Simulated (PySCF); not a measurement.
Species: C5H12N2Si.
Structure used (PBE0/6-31G*), in Å, numbered top down from 1:
```
atom  x, y, z in Å
C1     3.967   -0.010    0.439
C2     3.101   -0.471   -0.473
C3     1.664   -0.465   -0.305
N4     0.914   -0.941   -1.236
N5    -0.428   -0.941   -1.073
Si6   -1.442   -0.350    0.248
C7    -1.387    1.521    0.417
C8    -3.168   -0.952   -0.180
H9     3.629    0.407    1.385
H10    5.039   -0.035    0.271
H11    3.456   -0.886   -1.415
H12    1.261   -0.056    0.631
H13   -0.875   -1.353   -1.879
H14   -0.972   -0.961    1.528
H15   -1.983    1.847    1.278
H16   -1.792    2.006   -0.478
H17   -0.365    1.889    0.561
H18   -3.514   -0.530   -1.131
H19   -3.206   -2.044   -0.254
H20   -3.882   -0.646    0.594
```

Method used: PBE0/6-31G* geometry optimisation, gas phase in PySCF 2.14.0.

Take the most abundant isotopes and a rigid rotor. The values belong to one conformer with, in the numbering `[CH2:1]=[CH:2]/[CH:3]=[N:4]/[NH:5][SiH:6]([CH3:7])[CH3:8]`, C1–C2–C3–N4 -179°, C3–N4–N5–Si6 1°, N4–N5–Si6–C7 67°.

(1) Give the principal moments of inertia and the rotational constants in MHz.

(2) Classify the top.

(3) Is it planar, by Δ = Ic − Ia − Ib?

(4) Give the other two planar moments, Paa and Pbb, and the rms extents of the mass along the axes.

(5) List the rotational levels J(Ka,Kc) to J = 4 (MHz).

(6) Predict some low-J microwave lines.

(7) Estimate the classical rotational partition function at 25 K, 50 K and 100 K.

Results:

(1) Ia = 135.22, Ib = 678.22, Ic = 760.95 u·Å²; 505379 MHz·u·Å²/I gives A = 3738, B = 745.2, C = 664.1 MHz.

(2) A near-prolate asymmetric top. Ray's parameter κ = (2B − A − C)/(A − C) = -0.947; −1 is the prolate and +1 the oblate limit.

(3) Not planar: Δ = Ic − Ia − Ib = -52.48 u·Å². For a rigid frame Δ = −2 Σ m c², so Σ m c² = 26.24 u·Å² lies off the ab plane: 10.38 from hydrogen and 15.86 from heavier atoms. The atom farthest from that plane is 1.74 Å away.

(4) Paa = Σ m a² = (Ib + Ic − Ia)/2 = 651.98 and Pbb = Σ m b² = (Ia + Ic − Ib)/2 = 108.97 u·Å². With the mass M = 128.08 u, the rms extents √(P/M) along a, b and c are 2.26, 0.92, 0.45 Å.

(5) Above 0(0,0):
J = 1: 1(0,1) 1409, 1(1,1) 4402, 1(1,0) 4483
J = 2: 2(0,2) 4226, 2(1,2) 7139, 2(1,1) 7382, 2(2,1) 16360, 2(2,0) 16361
J = 3: 3(0,3) 8448, 3(1,3) 11245, 3(1,2) 11731, 3(2,2) 20587, 3(2,1) 20596, 3(3,1) 35753, 3(3,0) 35753
J = 4: 4(0,4) 14069, 4(1,4) 16717, 4(1,3) 17527, 4(2,3) 26223, 4(2,2) 26248, 4(3,2) 41393, 4(3,1) 41393, 4(4,1) 62621, 4(4,0) 62621
Those of J = 1 are B + C, A + C and A + B.

(6) The dipole components are |μa| = 2.24 D, |μb| = 0.67 D, |μc| = 0.15 D. Intensities carry the squares of the components, which stand as 1.00 : 0.09 : 0.00 (a : b : c). Some lines, for components of 0.1 D or more:

| type | branch | J(Ka,Kc) | MHz | lower level (cm⁻¹) |
| --- | --- | --- | --- | --- |
| a | Q | 4(1,3) ← 4(1,4) | 810 | 0.558 |
| a | R | 2(0,2) ← 1(0,1) | 2817 | 0.047 |
| b | R | 4(0,4) ← 3(1,3) | 2824 | 0.375 |
| a | R | 2(1,1) ← 1(1,0) | 2900 | 0.150 |
| b | Q | 3(1,2) ← 3(0,3) | 3283 | 0.282 |
| a | R | 3(1,3) ← 2(1,2) | 4105 | 0.238 |
| a | R | 3(0,3) ← 2(0,2) | 4221 | 0.141 |
| a | R | 3(2,1) ← 2(2,0) | 4234 | 0.546 |
| a | R | 4(2,3) ← 3(2,2) | 5636 | 0.687 |
| a | R | 4(3,2) ← 3(3,1) | 5640 | 1.193 |
| a | R | 4(3,1) ← 3(3,0) | 5640 | 1.193 |
| b | R | 4(1,4) ← 3(0,3) | 8269 | 0.282 |
| c | Q | 2(2,1) ← 2(1,1) | 8977 | 0.246 |
| c | R | 4(1,3) ← 3(0,3) | 9079 | 0.282 |
| c | R | 2(2,0) ← 1(1,0) | 11878 | 0.150 |
| c | R | 2(2,1) ← 1(1,1) | 11958 | 0.147 |
| b | R | 2(2,0) ← 1(1,1) | 11959 | 0.147 |
| b | Q | 3(3,0) ← 3(2,1) | 15157 | 0.687 |
| b | R | 3(3,1) ← 2(2,0) | 19392 | 0.546 |
| c | R | 4(3,2) ← 3(2,2) | 20806 | 0.687 |
| b | Q | 4(4,0) ← 4(3,1) | 21227 | 1.381 |

(7) Point group C1, symmetry number σ = 1; q = (√π/σ)·√((kT/h)³/(ABC)), k/h = 20836.6 MHz/K: 15500 at 25 K, 43800 at 50 K, 124000 at 100 K.

Whether it is a minimum is left open (no frequencies). Constants of a rigid frame at the computed geometry: no zero-point averaging, no centrifugal distortion. A rigid rotor knows nothing of internal rotation, which can split or shift real lines. Quadrupole hyperfine structure (14N) is left out.
